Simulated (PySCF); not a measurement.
C4H12Ge, charge +1, doublet, geometry from GFN2-xTB (a state made from the parent by changing its charge; the spin is typed, not shown lowest). Base run: M062X/STO-3G run with PySCF.

Input for PySCF:
```python
from pyscf import gto, scf, dft

mol = gto.M(
    atom='''
C    -0.48205252   -0.96009797   -1.71425244
Ge   -0.00000000   -0.00000000    0.00000000
C     0.13979984    1.92665059   -0.60108043
C    -1.38582476   -0.69750621    1.29838323
C     1.72807744   -0.26904641    1.01694964
H    -1.45657332   -0.64326760   -2.07542220
H    -0.49790885   -2.02649429   -1.50552665
H     0.27774436   -0.72083335   -2.45355596
H     0.31669866    2.53824831    0.27964314
H    -0.79965512    2.19475665   -1.07716035
H     0.95675581    2.05479757   -1.30583369
H    -2.36690453   -0.51581762    0.86769691
H    -1.25368661   -1.76188944    1.47200266
H    -1.26648825   -0.15660439    2.23341937
H     1.78839900   -1.31731892    1.29729694
H     2.54811473    0.00406360    0.35818660
H     1.75350412    0.35035948    1.90925323
''',
    basis='sto-3g',
    charge=1,
    spin=1,
    verbose=4,
)

mf = dft.UKS(mol)
mf.xc = 'm062x'
mf.kernel()
mf.analyze()
```

Variants of this job, named by their change:

```
change                                    E (Eh)  HOMO (eV)  <S^2>  core-seconds (rough)                outcome
-----------------------------------  -----------  ---------  -----  --------------------  ---------------------
base                                 -2210.52827     -13.57  0.753                    10              converged
functional = b97m_v                            -          -      -                     -  cut at the time limit
functional = camb3lyp                -2210.52152     -13.76  0.753                    20              converged
functional = bhandhlyp               -2210.54820     -13.58  0.757                     9              converged
functional = pbe0; dispersion = d4   -2210.20570     -12.42  0.752                     8              converged
functional = m06l                    -2210.57684     -11.29  0.751                    10              converged
functional = pw6b95                  -2211.81068     -12.55  0.752                    10              converged
functional = tpss                    -2210.64334     -11.21  0.751                    20              converged
functional = b3lyp; dispersion = d4  -2210.60428     -12.17  0.751                    10              converged
functional = b3lyp5                  -2210.33181     -12.08  0.751                     9              converged
functional = pbe                     -2209.98889     -10.97  0.750                    10              converged
functional = scan                    -2210.73252     -11.36  0.753                    20              converged
functional = pbe0                    -2210.19631     -12.42  0.752                     9              converged
```

Absolute energies of different levels of theory aren't comparable as measures of quality.

Open shells are given as the SCF converged; they aren't shown to be the lowest states, and a large step between rows can be another state.
